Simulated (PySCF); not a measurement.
Bond stretch in CH₆Ge, SMILES [CH3][GeH3]. The C1–Ge5 bond (C1 also carries H, H, H; Ge5 carries H, H, H) is pulled apart rigidly from the PBE0/def2-TZVP optimised geometry.

- UHF/cc-pVDZ (PySCF)
- RHF/cc-pVDZ (PySCF)
- UKS-CAM-B3LYP = unrestricted CAM-B3LYP/cc-pVDZ run with PySCF
- RKS-CAM-B3LYP = restricted CAM-B3LYP/cc-pVDZ in PySCF 2.14.0
- UKS-PBE = unrestricted PBE/cc-pVDZ run with PySCF 2.14.0
- RKS-PBE = PySCF with restricted PBE/cc-pVDZ
- UKS-wB97X-V = unrestricted wB97X-V/cc-pVDZ (PySCF)
- RKS-wB97X-V = restricted wB97X-V/cc-pVDZ (PySCF)
- UKS-B3LYP/6-31G* = unrestricted B3LYP/6-31G*, spherical d (PySCF 2.14.0)
- RKS-B3LYP/6-31G* = restricted B3LYP/6-31G*, spherical d in PySCF

Scanned distances (Å): 1.46, 1.55, 1.64, 1.75, 1.85, 1.90, 1.95, 2.01, 2.07, 2.12, 2.27, 2.40, 2.64, 2.90, 3.20, 3.54, 3.93, 4.25, 4.75, 5.26, 5.89, 6.81.

### Question
Where does the unrestricted solution first break spin symmetry (<S²> of 0.01 or more)?

### Answer
UHF: between 2.40 and 2.64 Å; UKS-CAM-B3LYP: between 2.90 and 3.20 Å; UKS-PBE: between 3.20 and 3.54 Å; UKS-wB97X-V: between 2.90 and 3.20 Å; UKS-B3LYP/6-31G*: between 2.90 and 3.20 Å.

```tsv
R / Å	<S²> UHF	E(RHF) − E(UHF) / kcal/mol	<S²> UKS-CAM-B3LYP	E(RKS-CAM-B3LYP) − E(UKS-CAM-B3LYP) / kcal/mol	<S²> UKS-PBE	E(RKS-PBE) − E(UKS-PBE) / kcal/mol	<S²> UKS-wB97X-V	E(RKS-wB97X-V) − E(UKS-wB97X-V) / kcal/mol	<S²> UKS-B3LYP/6-31G*	E(RKS-B3LYP/6-31G*) − E(UKS-B3LYP/6-31G*) / kcal/mol
1.46	0.00	0.0	0.00	0.0	0.00	0.0	0.00	0.0	0.00	0.0
1.55	0.00	0.0	0.00	0.0	0.00	0.0	0.00	0.0	0.00	0.0
1.64	0.00	0.0	0.00	0.0	0.00	0.0	0.00	0.0	0.00	0.0
1.75	0.00	0.0	0.00	0.0	0.00	0.0	0.00	0.0	0.00	0.0
1.85	0.00	0.0	0.00	0.0	0.00	0.0	0.00	0.0	0.00	0.0
1.90	0.00	0.0	0.00	0.0	0.00	0.0	0.00	0.0	0.00	0.0
1.95	0.00	0.0	0.00	0.0	0.00	0.0	0.00	0.0	0.00	0.0
2.01	0.00	0.0	0.00	0.0	0.00	0.0	0.00	0.0	0.00	0.0
2.07	0.00	0.0	0.00	0.0	0.00	0.0	0.00	0.0	0.00	0.0
2.12	0.00	0.0	0.00	0.0	0.00	0.0	0.00	0.0	0.00	0.0
2.27	0.00	0.0	0.00	0.0	0.00	0.0	0.00	0.0	0.00	0.0
2.40	0.00	0.0	0.00	0.0	0.00	0.0	0.00	0.0	0.00	0.0
2.64	0.17	0.6	0.00	0.0	0.00	0.0	0.00	0.0	0.00	0.0
2.90	0.59	9.1	0.00	0.0	0.00	0.0	0.00	0.0	0.00	0.0
3.20	0.81	24.4	0.49	3.6	0.00	0.0	0.50	3.9	0.26	0.7
3.54	0.93	42.3	0.79	13.1	0.45	1.5	0.79	14.5	0.68	6.3
3.93	0.98	60.6	0.92	24.9	0.79	6.9	0.93	27.9	0.88	14.7
4.25	1.00	73.3	0.97	33.5	0.91	11.4	0.97	38.0	0.95	20.9
4.75	1.01	89.1	0.99	44.2	0.98	16.9	1.00	51.1	0.99	28.3
5.26	1.01	100.7	1.00	51.9	1.00	20.5	1.00	60.9	1.00	33.4
5.89	1.01	110.1	1.00	58.1	1.00	23.0	1.00	68.9	1.00	37.1
6.81	1.01	117.6	1.00	63.0	1.00	24.4	1.00	75.8	1.00	39.7
```
